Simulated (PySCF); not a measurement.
How methods differ on the ionisation energy of Sc⁺

Sc⁺ [Ar] 3d1 4s1 (3D) → Sc²⁺ [Ar] 3d1 (2D), as a difference of total energies. Calculation: PySCF 2.14, in cc-pVTZ-DK (7s6p4d2f1g, 68 functions); scalar relativity by spin-free X2C-1e. Correlated levels: valence: [Ar] frozen. The calculations carry no spin-orbit coupling.

| method | ionisation energy (eV) |
| --- | --- |
| UHF | 12.223 |
| PBE0 | 12.946 |
| MP2 (valence) | 12.314 |
| SCS-MP2 (valence) | 12.254 |

How much does correlation contribute at MP2 (valence)?

12.314 − (12.223) = 0.091 eV, measured against UHF.

The reference lies between the lowest fine-structure levels, while these numbers refer to the centres of the terms.

Errors of the correlated levels include the incompleteness of this basis and the frozen core.

For comparison: 12.800 eV (measured; NIST Atomic Spectra Database, ionization energies).
